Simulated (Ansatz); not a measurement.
Zn(Br)(SiH3) (BrH₃SiZn), SMILES [SiH3][Zn][Br].

Coordinates come from a PBE-D3(BJ)/def2-SVP optimisation. The structure was generated by enumeration; whether it is a known compound was not checked.

Two levels are set side by side: PBE/def2-SVPD (Ansatz, a first-principles code) and PBE0/def2-SVPD (Ansatz). Energy differences of separate SCF runs at the same geometry; the states with an electron removed or added have multiplicity 2 and 2. Differences are taken from unrounded values.

| quantity | PBE0 | PBE | PBE minus PBE0 |
|---|---|---|---|
| vertical ionisation energy (eV) | 10.17 | 9.91 | -0.25 |
| vertical singlet–triplet gap (eV) | 5.05 | 4.95 | -0.10 |
